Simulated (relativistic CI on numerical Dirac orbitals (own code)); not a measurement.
# One change at a time: La22+

Base calculation: Dirac-Coulomb-Breit CI, KLI orbitals optimised for each configuration, QED by a radiative potential, unscaled Slater integrals.

Configuration list (outside the closed core [Ar] 3d10): 4s²4p⁵, 4s4p⁶, 4s²4p⁴4d, 4s4p⁵4d, 4s²4p⁴4f, 4s4p⁵4f, 4p⁶4d, 4s4p⁴4d², 4s²4p³4d4f, 4p⁶4f, 4s²4p⁴5s, 4p⁵4d², 4p⁴4d³, 4p⁴4d²4f, 4p⁴4d²5s. Double excitations out of closed p, d and f shells are left out; levels of such configurations are missing from the list, as are those of other unlisted configurations, and high levels can miss mixing partners.

Variants: (1) valence Slater integrals scaled by 0.9; (2) one mean potential for all configurations; (3) only the first 3 configurations. Shifts of the energy above 4s²4p⁵ ²P°3/2, in cm⁻¹, for the lowest level and the first level of each name with at least 55 % of one term (blank where a level changes its place among those of its configuration and J or its character, or is not in the variant):

```tsv
Level	Base	Δ(1)	Δ(2)	Δ(3)
4s²4p⁵ ²P°3/2	0	0	0	0
4s²4p⁵ ²P°1/2	173379	+230	+5	+1403
4s4p⁶ ²S1/2	615016	+14740	+28	+14468
4s²4p⁴4d ⁴D5/2	720333	+8482	-76	+13914
4s²4p⁴4d ⁴F9/2	766194	+6076	-79	+12021
4s²4p⁴4d ⁴P1/2	807179	+4071	-69	+21706
4s²4p⁴4d ⁴D1/2	864295	+10339	-69	+15582
4s²4p⁴4d ²G9/2	954157	+4626	-78	+13955
4s²4p⁴4d ²S1/2	1031830	-9338	-68	+30997
4s4p⁵4d ⁴P°1/2	1389978	+8491	-28	
4s4p⁵4d ⁴P°3/2	1404611	+7743	-32	
4s4p⁵4d ⁴F°7/2	1415594	+8276	-66	
4s4p⁵4d ⁴F°9/2	1422881	+9778	-65	
4s4p⁵4d ⁴D°1/2	1484131	+2467	-70
```

At this charge energies of transitions that change n are usually good to better than 1 %, and those within a shell (Δn = 0) to a few per cent.

Ionisation energy from the two ground configurations alone: base 731.016 eV. The NIST ASD value (theoretical) is 731 eV.

LS names give the leading component of a level, which can be under half, so a name can repeat, a term be missing and a line seem to break the LS rules.
